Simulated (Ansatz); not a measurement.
Be5⁺ (the lowest doublet isomer of a short search) was relaxed with PBE (def2-TZVP) in Ansatz in these states: charge +1 doublet, charge +1 quartet. The geometries follow in no particular order.

A:

Cartesian coordinates in Å:
```
Be 0.2184 0.1950 -1.1571
Be -0.8668 -1.4518 -0.4070
Be 0.8645 1.4525 0.4093
Be -0.9850 0.4453 0.5051
Be 0.7689 -0.6410 0.6497
```

B:

```xyz
5

Be   -0.132   -1.149   -0.106
Be    1.365   -0.309    1.020
Be   -1.226    0.194   -1.208
Be   -0.688    0.576    0.931
Be    0.682    0.688   -0.637
```

Problem. Judge from the bond lengths which geometry belongs to which state (an estimate).

Solution. A is the charge +1 doublet (Be3–Be4 2.108 Å, Be2–Be4 2.108 Å, Be3–Be5 2.109 Å); B is the charge +1 quartet (Be3–Be4 2.238 Å, Be2–Be4 2.238 Å, Be3–Be5 2.052 Å).

At PBE0/def2-TZVP a doublet lies 1.35 eV below the charge +1 quartet. These are the stationary points nearest to one start from a short search; other shapes may lie lower in each state.
